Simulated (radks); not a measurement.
Q: The technetium ion Tc10+, [Ar] 3d10 4s2 4p3. All-electron calculation, non-relativistic Kohn-Sham, LDA (Slater exchange, Perdew-Wang correlation), spin-polarised, spherical densities, point nucleus. Program: a radial shooting solver on a logarithmic mesh with Libxc functionals. Every spin shell is full or empty, so the densities are truly spherical. Functionals are evaluated on that one density, not self-consistently. Rank these exchange functionals by their error against the exact value of the orbitals, and give that value: LDA, PBEsol, RPBE, PW91, APBE, TPSS, r2SCAN, MS2.

A: Exact: -118.618 hartree. From best to worst, with 100 (|E| - |E exact|)/|E exact| (equal figures are ties): PW91 -0.03, r2SCAN -0.09, RPBE -0.20, TPSS -0.22, APBE +0.35, MS2 -0.52, PBEsol -2.47, LDA -5.35.
